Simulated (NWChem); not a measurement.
# SnH4 anion, doublet; SMILES of the neutral closed-shell parent [SnH4]

```xyz
5

Sn     0.0000     0.0000     0.0000
H      0.2569    -1.4406     1.0363
H     -0.2569     1.4406     1.0363
H     -1.4406    -0.2569    -1.0363
H      1.4406     0.2569    -1.0363
```
Atoms are numbered in this order, from 1.

Results from NWChem. Spin-unrestricted. Medium grid unless said otherwise, to which SCAN and Minnesota functionals are sensitive. In the optimisation the excess spin sits in a (C2, its own frame). Coordinates come from a B3LYP/def2-SVPD, spin-unrestricted optimisation. The spin multiplicity was typed, not searched, and may not be the lowest. No stability test was run on the SCF state. The highest occupied level is positive in some or all of these runs, so the extra electron may be held by the finite basis. def2 effective core potentials on Sn; no spin-orbit coupling. Total energies of different functionals are on different scales.

```tsv
level	energy (Ha)	highest occupied level (eV)	lowest empty minus highest occupied level, either spin (eV)	<S²>
B3LYP/def2-SVPD	-216.7028	2.20	1.06	0.751
PBE/def2-SVPD	-216.6064	2.53	0.43	0.751
SCAN/def2-SVPD	-216.6783	2.43	1.08	0.753
LDA (Slater exchange, PW92)/def2-SVPD	-216.2370	2.40	0.31	0.750
M06/def2-SVPD	-216.6878	2.13	1.36	0.753
OLYP/def2-SVPD	-216.8388	2.83	0.05	0.751
LRC-wPBEh/def2-SVPD	-216.6307	0.96	3.79	0.752
PW91/def2-SVPD	-216.7021	2.51	0.38	0.751
RPBE/def2-SVPD	-216.6863	2.59	0.32	0.751
```
